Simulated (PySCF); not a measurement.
Te: electron affinity

Te⁻ [Kr] 4d10 5s2 5p5 (2P) → Te [Kr] 4d10 5s2 5p4 (3P), as a difference of total energies. Calculation: PySCF 2.14, in aug-cc-pVTZ-PP with one added diffuse shell each of d, f type with ECP28MDF (6s5p5d3f, 67 functions); a scalar-relativistic core potential. Correlated levels: valence: 4s2 4p6 4d10 frozen. The calculations carry no spin-orbit coupling.

```
           method  electron affinity (eV)
              UHF                   1.057
    MP2 (valence)                   1.851
SCS-MP2 (valence)                   1.851
   CCSD (valence)                   1.851
CCSD(T) (valence)                   1.915
```

Task: How much does correlation contribute at CCSD(T) (valence)?

Result: 1.915 − (1.057) = 0.858 eV, measured against UHF.

The reference lies between the lowest fine-structure levels, while these numbers refer to the centres of the terms.

Errors of the correlated levels include the incompleteness of this basis and the frozen core.

For comparison: 1.971 eV (measured; photodetachment measurements, as compiled on the Wikipedia data page of electron affinities).
